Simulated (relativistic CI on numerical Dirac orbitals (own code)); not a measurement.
**Hyperfine structure of Ti XIII, mass number 47**

Computed by Dirac-Coulomb-Breit CI, orbitals from a KLI potential per configuration, a model potential for QED, unscaled Slater integrals (own radial code, finite nucleus).

Configurations in the expansion (outside the closed core 1s2): 2s2 2p6, 2s2 2p5 3s, 2s2 2p5 3p, 2s2 2p5 3d, 2s 2p6 3s, 2s 2p6 3p, 2s 2p6 3d, 2s2 2p5 4s, 2s2 2p5 4p, 2s2 2p5 4d, 2s2 2p5 4f, 2s2 2p4 3s2, 2s 2p6 4s, 2s2 2p4 3s 3p, 2s 2p6 4p, 2s2 2p4 3p2. Levels of other configurations are missing.

Nuclear spin I = 5/2, μ = -0.78814 μN, Q = 0.302 b (tables of Stone and Pyykkö). The electronic factors are computed for point nuclear moments, without core polarisation or the Bohr-Weisskopf and QED corrections.

| Level | E (Ry) | A (MHz) | B (MHz) |
| --- | --- | --- | --- |
| 2s2 2p5 3s 3P°_2 | 33.6332 | -7542 | -7900 |
| 2s2 2p5 3s 3P°_1 | 33.7387 | -1995 | -1240 |
| 2s2 2p5 3s 1P°_1 | 34.1424 | -19420 | -2700 |
| 2s2 2p5 3p 3D_2 | 35.5370 | -4583 | -7420 |
| 2s2 2p5 3p 3D_3 | 35.5601 | -2692 | -6290 |
| 2s2 2p5 3p 3P_2 | 35.7266 | -2738 | -785 |
| 2s2 2p5 3p 3D_1 | 35.9470 | -12680 | 1520 |
| 2s2 2p5 3p 3P_1 | 36.0706 | 2888 | 956 |

Levels with J = 0, under 50 % of one LS term, or S terms without an open s electron are left out. Small factors come from cancelling terms and can be off by tens of per cent or more.

At this charge energies of transitions that change n are usually good to better than 1 %, and those within a shell (Δn = 0) to a few per cent.

**Question.** Give the hyperfine levels of 2s2 2p5 3s 3P°_2 relative to its centre of gravity.

**Answer.** With K = F(F + 1) − I(I + 1) − J(J + 1), E = AK/2 + B[¾K(K + 1) − I(I + 1)J(J + 1)]/[2I(2I − 1)J(2J − 1)]: F = 1/2: 47260, F = 3/2: 39510, F = 5/2: 24600, F = 7/2: -412.4, F = 9/2: -39690 MHz.

LS names give the leading component of a level, which can be under half, so a name can repeat, a term be missing and a line seem to break the LS rules.
